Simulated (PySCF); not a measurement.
# ClMoN + H₂O → MoN(OH) + HCl

Level: PBE0 in the def2-TZVP basis family, computed in PySCF with density fitting; scalar-relativistic core potentials for atoms from Rb on, none lighter, no spin–orbit coupling; open shells unrestricted.

| species | state and structure | E (Eh) | ZPE (kJ/mol) | H(298 K) − H(0) (kJ/mol) | S° (J/(mol K)) |
| --- | --- | --- | --- | --- | --- |
| ClMoN | triplet, Cs, Mo–Cl 2.307 Å, Mo–N 1.613 Å; Cl–Mo–N 116.4° | -582.97572 | 10.1 | 12.5 | 299.8 |
| H₂O | singlet, C2v, O–H 0.960 Å (×2); H–O–H 105.1° | -76.37736 | 56.5 | 9.9 | 188.7 |
| MoN(OH) | triplet, Cs, Mo–N 1.622 Å, Mo–O 1.914 Å, O–H 0.959 Å; H–O–Mo 121.8°, N–Mo–O 112.9° | -198.66193 | 41.7 | 12.9 | 292.6 |
| HCl | singlet, C∞v, H–Cl 1.279 Å | -460.66440 | 17.9 | 8.7 | 186.6 |

Q: What is the electronic reaction energy?

A: At PBE0/def2-TZVP, ΔE = 70.2 kJ/mol from the differences of the total energies times 2625.5, uphill. 

Q: Add zero-point, thermal and entropy terms for 298.15 K and 1 bar.

A: ΔZPE = -7.0 and Δ[H(298) − H(0)] = -0.8 kJ/mol give ΔH° = 62.4 kJ/mol. ΔS° = -9.3 J/(mol K), so ΔG° = 62.4 − 298.15 × (-0.0093) = 65 kJ/mol and log₁₀K = -11.4.

Open d or f shells are single determinants, so the state found may not be the ground state. Each species is the lowest minimum found with this bonding; other isomers or fragments can lie lower.
